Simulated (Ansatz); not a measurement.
An input meant for (HMg-mu-Cl)2 (Mg₂H₂Cl₂) (charge 0, singlet).

```yaml
crystal:
  periodic: [false, false, false]
  atoms:
    - {symbol: Mg, position_ang: [-0.993558, -0.031656, 1.364324]}
    - {symbol: H, position_ang: [-1.982963, -0.060304, 2.730166]}
    - {symbol: Cl, position_ang: [0.797881, -1.408413, 0.548390]}
    - {symbol: Mg, position_ang: [0.992958, 0.031117, -1.364766]}
    - {symbol: H, position_ang: [1.988670, 0.065264, -2.725891]}
    - {symbol: Cl, position_ang: [-0.802988, 1.403992, -0.552202]}
basis:
  gaussian: {orbitals: def2-TZVP}
magnetization: {spin_polarized: true, initial_magnetization: 1}
hamiltonian: {xc: {name: BLYP}, dispersion: d4}
scf: {lower_state_search: off}
output: {forces: true}
```

```sh
$ ansatz run in.yaml --threads 2 --pin off --events-out ev --progress --plain --max-ram 4352MiB
```

Output, abridged:

```
Error: a molecule whose nuclei and cores have a total charge of 60 cannot have a net charge of 0 together with 1 unpaired electrons
```

**Question.** Something in this input is off. What?

**Answer.** The number of unpaired electrons doesn't fit the electron count. The program refused the input.
